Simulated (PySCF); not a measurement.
**Structure elucidation problem**

The spectra below were simulated for a compound C6H11B.

¹H NMR (400 MHz, computed): δ 7.07 (br, 2H), 6.45 (m, 1H), 5.89 (m, 1H), 2.12 (m, 1H), 2.09 (m, 1H), 1.98 (m, 1H), 1.75 (m, 1H), 1.71 (m, 1H), 1.45 (m, 1H), 1.10 (m, 1H).

¹³C{¹H} NMR (computed): δ 139.0 (CH), 134.7 (CH), 58.6 (CH), 28.5 (CH2), 27.5 (CH2), 25.7 (CH2).

- shielding tensors at PBE0/pcSseg-1 (GIAO)
- J couplings at B3LYP/pcJ-1 (spin–dipole term only in couplings to heteroatoms)
- geometry: PBE0-D3(BJ)/def2-SVP
- code: PySCF
- no solvent, equivalent nuclei averaged, single conformer, relativity neglected

Chemical shifts δ = σref − σ; ¹H (σref 31.27), ¹³C (σref 184.41) vs TMS, all at this level.

Problem. Choose the structure that fits.
A. CC#CCB(C)C
B. B/C(=C/C)C(=C)C
C. C=CCBC1CC1
D. B[C@@H]1C[C@H]1C1CC1
E. B[C@@H]1C=CCCC1

Solution. E. 

1. 6 carbon signals for 6 carbons: no two carbons are equivalent.
2. Carbon types of the structure: 3 × CH, 3 × CH2, leaving 2 H on heteroatoms.
3. δC 139.0, 134.7: alkene CH; the olefinic region.
4. δC 28.5, 25.7: sp3 CH2 in a ring; saturated and bonded to C and H only.
5. δC 27.5: allylic sp3 CH2; a saturated carbon with 2 carbon neighbours and no heteroatom attached.
6. δH 6.45, 5.89: hydrogen on an alkene CH; olefinic region.
7. δH 2.09, 1.98: hydrogen on an allylic sp3 CH2; allylic position.

The others: B/C(=C/C)C(=C)C would give 6 signals for carbon-bound and other non-exchanging H, not 10; B[C@@H]1C[C@H]1C1CC1 has carbons computed at 32.9, 27.8, 22.9, 17.8, 8.0, 7.1; CC#CCB(C)C would give 5 carbon signals, not 6; C=CCBC1CC1 would give 5 carbon signals, not 6.

Hydrogens on boron are broadened and split by ¹¹B (spin 3/2, 80 %) and 10B (spin 3). A carbon bonded to boron is broadened by the quadrupolar boron nucleus and is often missing from a measured spectrum. Splittings below 1 Hz are ignored in the labels, and close J values are merged. Unscaled 3J(H,H) at this level run about 10 % above measured values. Shifts are as computed. Against solution values, carbons near 30 ppm lie about +2 ppm off and those near 130 ppm about +5 ppm. Of 1313 compounds with measured shifts, 239 miss one by over three times the rms of a fit or turn the order of signals round; such compounds aren't used in these exercises. Vicinal couplings across rotatable single bonds and in flexible rings belong to the one computed conformer; a conformer average would change them.
